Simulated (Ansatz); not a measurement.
The cluster Zn₃⁺. Charge 1, multiplicity 2. Geometry B3LYP/def2-TZVP.

Cartesian coordinates in Å:
```
Zn -0.429 -2.524 0.737
Zn -0.009 0.003 0.005
Zn 0.438 2.521 -0.742
```

B3LYP takes the VWN-RPA correlation. At HF/STO-3G the charge 1 doublet is spin-contaminated (final ⟨S²⟩ up to 4.74, 0.75 for a pure state). The structure comes from a short search, and lower isomers may exist.

Question: Estimate the α-spin orbital energies around the gap (eV) in Ansatz with HF/STO-3G, PBE/def2-TZVP, BLYP/def2-TZVP, B3LYP/def2-TZVP, PBE0/def2-SVP.

Answer: 
```json
{"orbital": "HOMO−9", "HF/STO-3G": "-29.20", "PBE/def2-TZVP": "-16.12", "BLYP/def2-TZVP": "-16.03", "B3LYP/def2-TZVP": "-18.41", "PBE0/def2-SVP": "-18.18"}
{"orbital": "HOMO−8", "HF/STO-3G": "-28.20", "PBE/def2-TZVP": "-16.12", "BLYP/def2-TZVP": "-16.03", "B3LYP/def2-TZVP": "-18.41", "PBE0/def2-SVP": "-18.18"}
{"orbital": "HOMO−7", "HF/STO-3G": "-28.19", "PBE/def2-TZVP": "-16.12", "BLYP/def2-TZVP": "-16.03", "B3LYP/def2-TZVP": "-18.41", "PBE0/def2-SVP": "-18.17"}
{"orbital": "HOMO−6", "HF/STO-3G": "-28.12", "PBE/def2-TZVP": "-16.12", "BLYP/def2-TZVP": "-16.03", "B3LYP/def2-TZVP": "-18.41", "PBE0/def2-SVP": "-18.17"}
{"orbital": "HOMO−5", "HF/STO-3G": "-21.31", "PBE/def2-TZVP": "-16.06", "BLYP/def2-TZVP": "-15.98", "B3LYP/def2-TZVP": "-18.35", "PBE0/def2-SVP": "-18.13"}
{"orbital": "HOMO−4", "HF/STO-3G": "-18.39", "PBE/def2-TZVP": "-16.06", "BLYP/def2-TZVP": "-15.98", "B3LYP/def2-TZVP": "-18.35", "PBE0/def2-SVP": "-18.13"}
{"orbital": "HOMO−3", "HF/STO-3G": "-14.63", "PBE/def2-TZVP": "-16.00", "BLYP/def2-TZVP": "-15.93", "B3LYP/def2-TZVP": "-18.28", "PBE0/def2-SVP": "-18.06"}
{"orbital": "HOMO−2", "HF/STO-3G": "-11.25", "PBE/def2-TZVP": "-12.74", "BLYP/def2-TZVP": "-12.67", "B3LYP/def2-TZVP": "-13.57", "PBE0/def2-SVP": "-13.37"}
{"orbital": "HOMO−1", "HF/STO-3G": "-10.81", "PBE/def2-TZVP": "-11.43", "BLYP/def2-TZVP": "-11.35", "B3LYP/def2-TZVP": "-12.11", "PBE0/def2-SVP": "-11.89"}
{"orbital": "HOMO", "HF/STO-3G": "-10.75", "PBE/def2-TZVP": "-9.39", "BLYP/def2-TZVP": "-9.35", "B3LYP/def2-TZVP": "-9.88", "PBE0/def2-SVP": "-9.55"}
{"orbital": "LUMO", "HF/STO-3G": "-2.38", "PBE/def2-TZVP": "-6.88", "BLYP/def2-TZVP": "-6.79", "B3LYP/def2-TZVP": "-6.35", "PBE0/def2-SVP": "-5.68"}
{"orbital": "LUMO+1", "HF/STO-3G": "-1.79", "PBE/def2-TZVP": "-6.88", "BLYP/def2-TZVP": "-6.79", "B3LYP/def2-TZVP": "-6.35", "PBE0/def2-SVP": "-4.89"}
{"orbital": "LUMO+2", "HF/STO-3G": "-0.61", "PBE/def2-TZVP": "-6.84", "BLYP/def2-TZVP": "-6.69", "B3LYP/def2-TZVP": "-6.34", "PBE0/def2-SVP": "-4.89"}
{"orbital": "LUMO+3", "HF/STO-3G": "-0.28", "PBE/def2-TZVP": "-5.61", "BLYP/def2-TZVP": "-5.52", "B3LYP/def2-TZVP": "-5.07", "PBE0/def2-SVP": "-3.37"}
{"orbital": "LUMO+4", "HF/STO-3G": "0.73", "PBE/def2-TZVP": "-5.61", "BLYP/def2-TZVP": "-5.52", "B3LYP/def2-TZVP": "-5.07", "PBE0/def2-SVP": "-3.37"}
{"orbital": "LUMO+5", "HF/STO-3G": "3.79", "PBE/def2-TZVP": "-4.06", "BLYP/def2-TZVP": "-4.01", "B3LYP/def2-TZVP": "-3.50", "PBE0/def2-SVP": "-2.12"}
{"orbital": "β HOMO", "HF/STO-3G": "-10.60", "PBE/def2-TZVP": "-11.18", "BLYP/def2-TZVP": "-11.14", "B3LYP/def2-TZVP": "-11.72", "PBE0/def2-SVP": "-11.45"}
{"orbital": "β LUMO", "HF/STO-3G": "-2.37", "PBE/def2-TZVP": "-8.83", "BLYP/def2-TZVP": "-8.92", "B3LYP/def2-TZVP": "-8.35", "PBE0/def2-SVP": "-7.61"}
```
